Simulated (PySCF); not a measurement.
Krypton: a sound run and one with changed settings

Sound run: Kr [Kr], Kr⁺ [Ar] 3d10 4s2 4p5. Computed with PySCF 2.14 in cc-pVDZ-PP with ECP10MDF (4s3p2d, 23 functions), with scalar relativity through the core potential. In the sound run the correlated levels freeze 3s2 3p6 3d10 outside the core potential. The sound run starts from symmetry-adapted Hartree-Fock orbitals and uses a fine grid where one is needed.

A second run was set up differently.

```json
{"species": "Kr", "method": "MP2", "sound run (hartree)": "-462.29719", "changed run (hartree)": "-462.31760", "converged": "yes"}
{"species": "Kr⁺", "method": "MP2", "sound run (hartree)": "-461.78913", "changed run (hartree)": "-461.80856", "converged": "yes"}
```

Ionisation energy of Kr:

```
 method  sound run (eV)  changed run (eV)
    UHF          13.156            13.156
    MP2          13.825            13.852
SCS-MP2          13.746            13.762
```

Task: What was changed?
A. level shift left on
B. basis contracted for another Hamiltonian
C. minimal basis
D. all electrons correlated in a valence basis

Result: D. A valence basis has no tight correlating functions, so it recovers only part of the core correlation, and not evenly between atom and ion.
